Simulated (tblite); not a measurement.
Run record: tight-binding relaxation, `C[N]C(=S)C#CC#N` [radical].

Computed with GFN2-xTB geometry optimisation, gas phase (tblite 0.8.0). Start geometry: from a force field or distance geometry. A driver script takes a list of jobs; this job's settings line and coordinates (Å) are shown.

Command:
```bash
OMP_NUM_THREADS=1 python probes_run.py task.json out
```

Input:
```
{"job": {"kind": "relax", "xc": "GFN2-xTB", "basis": "xTB"}, "charge": 0, "multiplicity": 2}
C     -2.072200     0.996200    -0.677700
N     -0.822100     1.130800     0.013300
C     -0.216400     0.001700     0.691600
S     -1.098000    -0.745100     1.836000
C      1.094600    -0.449600     0.363400
C      2.213400    -0.855500     0.073400
C      3.509300    -1.338600    -0.236600
N      4.578200    -1.736100    -0.463600
H     -1.903500     1.293500    -1.716700
H     -2.500000    -0.021000    -0.635500
H     -2.777900     1.726400    -0.233600
```

Q: Estimate the output.

A: 
```
step      E/eV     max force
  0    -574.77611    4.157
  1    -575.18397    2.564
  2    -575.02859    5.254
  3    -575.34544    0.987
  4    -575.38606    0.817
  5    -575.44911    1.385
  6    -575.45682    1.856
  7    -575.48847    0.497
  8    -575.51341    0.410
  9    -575.54538    0.785
... (52 lines left out)
 62    -575.80587    0.026
 63    -575.80593    0.029
 64    -575.80598    0.030
 65    -575.80601    0.020
 66    -575.80605    0.014
 67    -575.80609    0.015
 68    -575.80613    0.015
 69    -575.80615    0.015
 70    -575.80616    0.010
 71    -575.80617    0.009
```

«max force» is the largest atomic force in eV/Å.

Q: From which step on does the largest force stay under 0.1 eV/Å, and how much energy is left to gain from there?

A: From step 39 (0.091 eV/Å), 3.4 meV above the end.

Main results: energy lowered by 23.8 kcal/mol over 71 steps; largest atomic force 0.009 eV/Å at the end.

Q: Where do the atoms end?

A: 0.452 Å rms from the input after alignment:
```
atom  x, y, z in Å
C1    -2.1521    1.0221   -0.6116
N2    -0.8038    0.5901   -0.6467
C3    -0.2150   -0.1090    0.2329
S4    -0.9596   -0.6594    1.7145
C5     1.1311   -0.4887    0.0869
C6     2.2807   -0.8740    0.0777
C7     3.5755   -1.2863    0.0197
N8     4.6689   -1.6374   -0.0250
H9    -2.3663    1.4874   -1.5735
H10   -2.8491    0.1957   -0.4410
H11   -2.3049    1.7621    0.1801
```

The run took 0.47 s wall on one thread, Arm Neoverse V1 (aarch64), no GPU, shared host with 32 logical CPUs at a one-minute load of 30.
Labels such as C1 count atoms from 1, the log's own numbers from 0.
